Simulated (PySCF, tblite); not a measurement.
Compound: C₆H₁₀AlNS.
Numbering: `[CH3:1][S:2][c:3]1[cH:4][cH:5][cH:6][n+:7]([AlH3-:8])[cH:9]1` (hydrogens: H10, H11, H12 on C1; H13 on C4; H14 on C5; H15 on C6; H16, H17, H18 on Al8; H19 on C9)

Jobs on this species (19 atoms, 82 electrons) with PySCF (density fitting) and tblite. Hardware of each: Arm Neoverse V2, one thread, on a shared host. Times come from a shared host and carry two figures at best.

Question: Rank these jobs by wall time, shortest first.
A. GFN2-xTB; L-BFGS relaxation
B. PBE0/pcSseg-1; shieldings, ring-centre shieldings, charges and field gradients, density and orbital grids written; 217 basis functions
C. GFN2-xTB; Hessian by finite differences

Answer: C (0.71 s), A (1.3 s), B (44 s).

All jobs:

```
level and settings                                                                                                work  basis functions  SCF cycles  wall time
          GFN2-xTB                                                                       Hessian by finite differences                –           –     0.71 s
          GFN2-xTB                                                                                   L-BFGS relaxation                –           –      1.3 s
     PBE0/pcSseg-1  shieldings, ring-centre shieldings, charges and field gradients, density and orbital grids written              217          14       44 s
```

Question: What do all jobs in the table cost together?

Answer: About 46 s; the longest takes about 96 % of that, and about 62 times as long as the shortest.
